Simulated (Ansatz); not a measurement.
Consider the ligand exchange at the Si–C bond: `FC([SiH3])(Cl)Cl` + `OC(S)S` → `OC(S)S[SiH3]` + `FC(Cl)Cl`.

Calculated with Ansatz (gas phase, PBE0-D4/def2-TZVP geometries, no zero-point term in ΔE). CCSD(T)/CBS adds triple-zeta CCSD(T) − MP2 to the extrapolated MP2 energy (def2 sets, frozen cores). Functionals use def2-TZVPP. B3LYP here is the variant with VWN-RPA as its local correlation; programs differ in this. One conformer a species, not always the lowest.

`FC([SiH3])(Cl)Cl`:

```xyz
8

F     0.462    1.473   -1.148
C     0.281    0.868    0.049
Si   -0.308   -0.947   -0.156
Cl    1.829    0.900    0.918
Cl   -0.936    1.794    0.951
H     0.736   -1.667   -0.922
H    -1.592   -0.915   -0.894
H    -0.472   -1.505    1.203
```

`OC(S)S`:

```xyz
8

O     1.040   -1.027    0.684
C    -0.103   -0.543    0.069
S     0.372    0.124   -1.568
S    -1.075    0.633    1.056
H     1.626   -0.286    0.875
H    -0.760   -1.403   -0.064
H    -0.768    0.791   -1.803
H    -0.331    1.710    0.751
```

`OC(S)S[SiH3]`:

Z-matrix (Å, degrees):
```
C
S 1 1.829
S 1 1.832 2 108.9
O 1 1.382 2 109.1 3 125.1
H 1 1.089 2 109.7 3 -118.9
H 2 1.342 1 96.7 3 36.1
Si 3 2.141 1 98.1 2 -176.7
H 4 0.965 1 108.2 2 -64.4
H 7 1.486 3 109.3 1 47.1
H 7 1.483 3 112.4 1 -74.6
H 7 1.483 3 105.2 1 166.0
```

`FC(Cl)Cl`:

```xyz
5

F     0.201    0.792   -1.118
C    -0.094    0.001   -0.076
Cl    1.052   -1.332   -0.010
Cl   -0.067    0.950    1.405
H    -1.092   -0.411   -0.201
```

Question: Is it downhill or uphill in electronic energy at CCSD(T)/CBS, and by how much? (An estimate is asked.)

Answer: Ansatz gave: Downhill: ΔE = -74.9 kJ/mol.

Question: What do these levels give: PBE-D4, r2SCAN-D4, PBE0-D4, B3LYP-D4, PBE0, B3LYP, SCS-MP2/def2-TZVPP, HF/def2-QZVPP, SCS-MP2/def2-QZVPP, HF/CBS(def2), MP2/CBS(def2), CCSD/CBS(def2)? (Estimate.)

Answer: Ansatz gave: PBE-D4 -74.6, r2SCAN-D4 -76.6, PBE0-D4 -79.4, B3LYP-D4 -74.2, PBE0 -79.5, B3LYP -74.9, SCS-MP2/def2-TZVPP -77.4, HF/def2-QZVPP -84.0, SCS-MP2/def2-QZVPP -77.3, HF/CBS(def2) -83.9, MP2/CBS(def2) -78.6, CCSD/CBS(def2) -76.0 kJ/mol.

Largest T1 diagnostic among the species: 0.012.

In def2-TZVPP, CCSD(T) changes the Hartree–Fock value by +9.1 kJ/mol (the triples alone add +1.1 kJ/mol) and MP2 by +5.4 kJ/mol. From PBE to PBE0 (25 % exact exchange), in def2-TZVPP and without D4, ΔE moves by −4.6 kJ/mol.
